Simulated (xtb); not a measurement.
In(F)2(SMe) (CH₃F₂InS), SMILES [F][In]([F])[S]C. All values are semi-empirical tight-binding results from xtb (GFN2-xTB unless named), good for trends rather than for accurate numbers. Geometry: GFN2-xTB. The structure was generated by enumeration; whether it is a known compound was not checked. The values are those of a single conformer.

Optimised geometry:

```xyz
8

In     0.1229    -0.0003     0.5289
F      0.1855    -0.6453     2.4159
F      1.1056     1.6878     0.0865
S     -0.9657    -0.8381    -1.4875
C     -0.2820     0.3741    -2.6564
H     -0.4423     1.3869    -2.2947
H     -0.8349     0.2225    -3.5796
H      0.7760     0.1874    -2.8228
```

For metal compounds this method's bond lengths and energies can be far off.

Computed properties:
```
Item                                           Value
-------------------------------------  -------------
orbital gap                                  1.43 eV
zero-point energy                      24.7 kcal/mol
G − E(el) at 298.15 K (modified RRHO)   2.1 kcal/mol
```

Problem. Give the atomic charges and the Wiberg bond orders between heavy atoms. (Estimate from the structure and the level; the computed values follow.)

Solution. charges (e) In1 0.44, F2 -0.29, F3 -0.33, S4 -0.03, C5 -0.08, H6 0.11, H7 0.09, H8 0.09. Bond orders In1–F2 0.92, In1–F3 0.88, In1–S4 0.82, S4–C5 1.01.
